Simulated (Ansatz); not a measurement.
Two members of one family (Oligo(p-phenylene), CF3 ends), computed with Ansatz in the gas phase. Binding counts from free atoms in the multiplicity of their measured ground term, without zero-point energy. Sets without diffuse functions give affinities that are too small. A dash marks a value that wasn't run or was left out as unsound. The structures are stationary points that may keep the symmetry of their start. Remarks come from the PBE and PBE0 runs and from stability tests at other levels; not every state was tested. A HOMO above zero means that the electron is unbound at that level and held by the basis, or that self-interaction error raises the level; the energy of removing that electron tells which.

First: FC(F)(F)c1ccc(-c2ccc(-c3ccc(C(F)(F)F)cc3)cc2)cc1 (singlet, charge 0, r2SCAN-D4/def2-SVP geometry).

```
atom    x (Å)    y (Å)    z (Å)
  F1   0.1278  -1.1259  -7.7375
  C2   1.0381  -0.3351  -7.1375
  F3   2.2569  -0.7882  -7.4781
  F4   0.9034   0.8902  -7.6839
  C5   0.8408  -0.3000  -5.6491
  C6   1.9317  -0.3769  -4.7770
  C7   1.7264  -0.3085  -3.3991
  C8   0.4319  -0.1569  -2.8656
  C9   0.2164  -0.0826  -1.4033
 C10   0.9921  -0.8501  -0.5148
 C11   0.7848  -0.7842   0.8612
 C12  -0.1980   0.0633   1.4069
 C13  -0.4135   0.1398   2.8690
 C14  -0.7397   1.3630   3.4887
 C15  -0.9405   1.4381   4.8644
 C16  -0.8234   0.2855   5.6523
 C17  -1.0851   0.3799   7.1287
 F18  -0.6303  -0.6970   7.7930
 F19  -2.4017   0.4825   7.3936
 F20  -0.4987   1.4666   7.6646
 C21  -0.5016  -0.9378   5.0554
 C22  -0.2968  -1.0070   3.6785
 C23  -0.9677   0.8369   0.5192
 C24  -0.7699   0.7598  -0.8574
 C25  -0.6546  -0.0821  -3.7604
 C26  -0.4551  -0.1555  -5.1363
 H27   2.9427  -0.4854  -5.1792
 H28   2.5871  -0.3424  -2.7242
 H29   1.7535  -1.5290  -0.9114
 H30   1.4120  -1.3823   1.5290
 H31  -0.8035   2.2738   2.8850
 H32  -1.1731   2.3977   5.3356
 H33  -0.4149  -1.8376   5.6716
 H34  -0.0712  -1.9729   3.2154
 H35  -1.7518   1.4898   0.9136
 H36  -1.3741   1.3838  -1.5230
 H37  -1.6720   0.0012  -3.3677
 H38  -1.3084  -0.1144  -5.8203
```

```tsv
level	HOMO (eV)	LUMO (eV)	gap (eV)	vertical IE (eV)	vertical EA (eV)	vertical triplet (eV)	binding per atom (eV)
PBE-D4/def2-SVP	-5.88	-2.59	3.28	–	–	–	5.54
PBE-D4/def2-TZVP	-5.96	-2.72	3.24	7.84	1.02	3.01	5.43
r2SCAN-D4/def2-TZVP	-6.11	-2.63	3.48	–	–	–	5.24
PBE0-D4/def2-SVP	-6.82	-1.92	4.90	–	–	–	5.39
PBE0-D4/def2-TZVP	-6.83	-1.99	4.84	8.10	0.84	3.29	5.29
```

Remarks: HOMO above zero (-1 doublet).

Second: FC(F)(F)c1ccc(-c2ccc(-c3ccc(-c4ccc(C(F)(F)F)cc4)cc3)cc2)cc1 (singlet, charge 0, r2SCAN-D4/def2-SVP geometry).

```xyz
48

F    -4.299   -9.011    0.511
C    -4.923   -7.927    1.001
F    -5.200   -8.172    2.297
F    -6.109   -7.829    0.369
C    -4.108   -6.677    0.839
C    -2.911   -6.677    0.117
C    -2.186   -5.495   -0.028
C    -2.640   -4.291    0.540
C    -1.869   -3.038    0.383
C    -2.518   -1.797    0.243
C    -1.793   -0.619    0.091
C    -0.385   -0.626    0.079
C     0.386    0.626   -0.081
C     1.615    0.814    0.580
C     2.338    1.994    0.433
C     1.870    3.037   -0.388
C     2.641    4.288   -0.548
C     3.374    4.830    0.528
C     4.100    6.009    0.380
C     4.112    6.672   -0.854
C     4.919    7.932   -0.990
F     4.750    8.521   -2.185
F     6.237    7.691   -0.845
F     4.588    8.832   -0.043
C     3.394    6.150   -1.934
C     2.666    4.971   -1.778
C     0.643    2.849   -1.050
C    -0.085    1.671   -0.897
C     0.264   -1.868    0.223
C    -0.461   -3.047    0.369
C    -3.849   -4.310    1.265
C    -4.575   -5.488    1.414
H    -2.553   -7.604   -0.339
H    -1.265   -5.501   -0.618
H    -3.611   -1.758    0.236
H    -2.328    0.330    0.000
H     2.000    0.028    1.237
H     3.297    2.102    0.949
H     3.346    4.335    1.503
H     4.651    6.425    1.228
H     3.413    6.663   -2.898
H     2.130    4.555   -2.636
H     0.243    3.647   -1.682
H    -1.027    1.550   -1.439
H     1.357   -1.911    0.198
H     0.074   -3.993    0.490
H    -4.206   -3.393    1.741
H    -5.505   -5.490    1.992
```

Estimate the same table for the second.


```json
{"level": "PBE-D4/def2-SVP", "HOMO (eV)": "-5.62", "LUMO (eV)": "-2.61", "gap (eV)": "3.01", "vertical IE (eV)": "–", "vertical EA (eV)": "–", "vertical triplet (eV)": "–", "binding per atom (eV)": "5.59"}
{"level": "PBE-D4/def2-TZVP", "HOMO (eV)": "-5.69", "LUMO (eV)": "-2.73", "gap (eV)": "2.96", "vertical IE (eV)": "7.36", "vertical EA (eV)": "1.25", "vertical triplet (eV)": "2.79", "binding per atom (eV)": "5.48"}
{"level": "r2SCAN-D4/def2-TZVP", "HOMO (eV)": "-5.83", "LUMO (eV)": "-2.64", "gap (eV)": "3.19", "vertical IE (eV)": "–", "vertical EA (eV)": "–", "vertical triplet (eV)": "–", "binding per atom (eV)": "5.29"}
{"level": "PBE0-D4/def2-SVP", "HOMO (eV)": "-6.51", "LUMO (eV)": "-1.95", "gap (eV)": "4.56", "vertical IE (eV)": "–", "vertical EA (eV)": "–", "vertical triplet (eV)": "–", "binding per atom (eV)": "5.45"}
{"level": "PBE0-D4/def2-TZVP", "HOMO (eV)": "-6.52", "LUMO (eV)": "-2.01", "gap (eV)": "4.50", "vertical IE (eV)": "7.66", "vertical EA (eV)": "1.00", "vertical triplet (eV)": "3.16", "binding per atom (eV)": "5.34"}
```

Remarks: HOMO above zero (-1 doublet).
